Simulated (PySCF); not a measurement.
## A small calculation by hand: entropy of an ideal gas

B(H)(OH)2 (BH3O2), SMILES OBO.

The structure is a stationary point at PBE-D3(BJ)/def2-TZVP. Other conformers were not sampled.

PBE-D3(BJ)/def2-TZVP (PySCF 2.14.0) gives the harmonic wavenumbers 459, 518, 625, 889, 939, 975, 1076, 1206, 1413, 2569, 3685, 3753 cm⁻¹ and the rotational temperatures 2.9475, 0.4876, 0.4184 K. The molar mass is 45.83 g/mol, the symmetry number 1, the spin multiplicity 1.

Problem. Work out the entropy at 298.15 K and 1 atm in the rigid-rotor, harmonic-oscillator model.

Solution. 
Translation (Sackur–Tetrode at 1 atm): S = R[1.5 ln M + 2.5 ln T − 1.16487] = 156.4 J/(mol K).
Rotation: q = (√π/σ) T^1.5/√(θA θB θC) = 11800, S = R[ln q + 3/2] = 90.4 J/(mol K).
Vibration: with u = 1.4388 ν/T, each mode gives R[u/(e^u − 1) − ln(1 − e^−u)]:
```tsv
ν (cm⁻¹)	modes	u	S (J/(mol K))
459	1	2.21	3.22
518	1	2.50	2.57
625	1	3.02	1.71
889	1	4.29	0.61
939	1	4.53	0.50
975	1	4.71	0.43
1076	1	5.19	0.29
1206	1	5.82	0.17
1413	1	6.82	0.07
```
The stiffer modes add less than 0.005 each. Sum 9.6 J/(mol K).
Spin: R ln 1 = 0.0 J/(mol K).
Total 256.4 J/(mol K); the program's own thermochemistry gives 256.4. Translation makes up 61 % and vibration 4 %. Anharmonicity, hindered rotation and orbital degeneracy are left out.
